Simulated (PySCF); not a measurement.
Isomers of C3H2O2. Isolated molecules, 0 K electronic values unless said otherwise. One relaxed conformer stands for each flexible species; it need not be the lowest. Strings in code marks are SMILES.

Calculation: PBE-D3(BJ)/def2-TZVP // B3LYP-D3(BJ)/def2-TZVP (PySCF). All candidates: neutral, multiplicity 1. Excitations are Tamm–Dancoff values on a coarser integration grid. The basis has no diffuse functions, so Rydberg states are missing or too high.

| Property | Value |
|---|---|
| S1 excitation (TDA) | 4.73 eV |
| LUMO | -1.95 eV |
| T1 excitation (TDA) | 3.79 eV |

Which member has these values?
(A) `C#COC=O`
(B) `O=C1[C@H]2O[C@@H]12`
(C) `O=c1cc1O` (C–C–O–H torsion 0°)

B, `O=C1[C@H]2O[C@@H]12`. The others give `O=c1cc1O` (C–C–O–H torsion 0°): 4.41 eV, -1.36 eV, 3.95 eV; `C#COC=O`: 4.85 eV, -2.17 eV, 4.26 eV
